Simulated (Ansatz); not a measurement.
`C[O][Zr]([Cl])([Cl])[NH]C(C)(C)C` + `CNN` → `C[NH][Zr]([Cl])([Cl])[O]C` + `CC(C)(C)NN`  (formal exchange of groups at a Zr–N bond)

Isolated molecules relaxed with PBE0-D4/def2-TZVP in Ansatz; ΔE leaves out vibrations. CBS: MP2 limit from def2 TZ/QZ plus the TZ coupled-cluster correction, frozen cores. DFT in def2-TZVPP. HSE06 is defined as in plane-wave codes. def2 core potentials past Kr. For Zr outer-core shells are correlated without core-valence functions, which leaves a few kJ/mol of doubt a bond. Each species was taken in one conformer, which may not be the lowest.

`C[O][Zr]([Cl])([Cl])[NH]C(C)(C)C`:

Cartesian coordinates in Å:
```
C 2.839 -1.177 -1.792
O 2.119 -1.295 -0.605
Zr 1.252 -1.567 1.046
Cl 2.671 -1.006 2.865
Cl 0.502 -3.808 1.268
N -0.352 -0.370 1.121
C -1.061 0.634 0.330
C -1.100 1.949 1.105
C -2.484 0.147 0.060
C -0.330 0.838 -0.989
H 3.869 -0.876 -1.580
H 2.376 -0.422 -2.434
H 2.852 -2.133 -2.324
H -0.842 -0.501 2.007
H -1.615 1.820 2.061
H -0.088 2.302 1.311
H -1.631 2.720 0.540
H -3.043 0.880 -0.527
H -3.022 -0.014 0.998
H -2.467 -0.798 -0.487
H 0.692 1.185 -0.820
H -0.847 1.586 -1.593
H -0.290 -0.092 -1.562
```

`CNN`:

```xyz
9

C    -0.165    1.047    0.216
N     0.000   -0.111   -0.632
N     0.624   -1.160    0.078
H    -0.748    0.854    1.131
H    -0.670    1.832   -0.354
H     0.818    1.412    0.516
H    -0.902   -0.396   -1.000
H    -0.037   -1.705    0.628
H     1.078   -1.774   -0.583
```

`C[NH][Zr]([Cl])([Cl])[O]C`:

Z-matrix (Å, degrees):
```
Zr
N 1 2.002
C 1 3.167 2 19.7
Cl 1 2.373 2 108.9 3 -120.0
Cl 1 2.373 2 108.9 3 120.0
O 1 1.887 2 105.1 3 -0.0
H 1 2.617 2 20.4 3 -180.0
H 3 1.096 1 122.8 2 74.2
H 3 1.096 1 122.8 2 -74.3
H 3 1.092 1 82.0 2 180.0
C 6 1.395 1 170.5 2 -180.0
H 11 1.094 6 110.2 1 -62.1
H 11 1.093 6 110.3 1 58.2
H 11 1.094 6 109.9 1 178.0
```

`CC(C)(C)NN`:

Z-matrix (Å, degrees):
```
C
C 1 1.529
H 1 1.092 2 110.6
H 1 1.093 2 111.1 3 119.7
H 1 1.095 2 110.8 3 -120.6
C 2 1.521 1 110.0 3 179.4
C 2 1.521 1 110.0 3 -59.0
N 2 1.468 1 112.2 3 61.8
H 6 1.092 2 110.4 1 -178.9
H 6 1.095 2 111.2 1 -58.7
H 6 1.092 2 110.6 1 60.8
H 7 1.092 2 110.2 1 -177.2
H 7 1.091 2 110.1 1 63.3
H 7 1.093 2 110.6 1 -56.9
N 8 1.410 2 113.0 1 -55.0
H 8 1.016 2 108.6 1 69.1
H 15 1.015 8 112.9 2 90.7
H 15 1.010 8 108.6 2 -148.6
```

| level | ΔE (kcal/mol) |
| --- | --- |
| LDA (SPW92) | 0.1 |
| BLYP-D4 | 1.6 |
| r2SCAN | 0.5 |
| HSE06 | 0.0 |
| RPA@PBE/def2-TZVPP | 2.1 |
| CCSD(T)/def2-TZVPP | 1.9 |
| MP2/def2-QZVPP | 2.1 |
| MP2/CBS(def2) | 1.9 |

Task: What does CCSD(T)/CBS give? (An estimate is asked.)

Result: Ansatz gave: +1.6 kcal/mol. The listed levels differ from it by -1.5, 0.0, -1.1, -1.6, 0.5, 0.3, 0.5, 0.3 kcal/mol.

Largest T1 diagnostic among the species: 0.016.

In def2-TZVPP, CCSD(T) changes the Hartree–Fock value by +1.8 kcal/mol (the triples alone add +0.4 kcal/mol) and MP2 by +2.1 kcal/mol. The D4 term adds +1.6 kcal/mol with B3LYP and +1.0 kcal/mol with PBE0; it sums over pairs of atoms, weighted by their polarisabilities, and B3LYP, whose exchange is more repulsive, gets the larger term. Leaving LDA and LC-ωPBE aside and taking each functional with its dispersion term where it has one, the values, not all of them listed here, spread over 0.8 kcal/mol, from B2PLYP to BLYP-D4.

B3LYP here is the variant with VWN-RPA as its local correlation; programs differ in this.
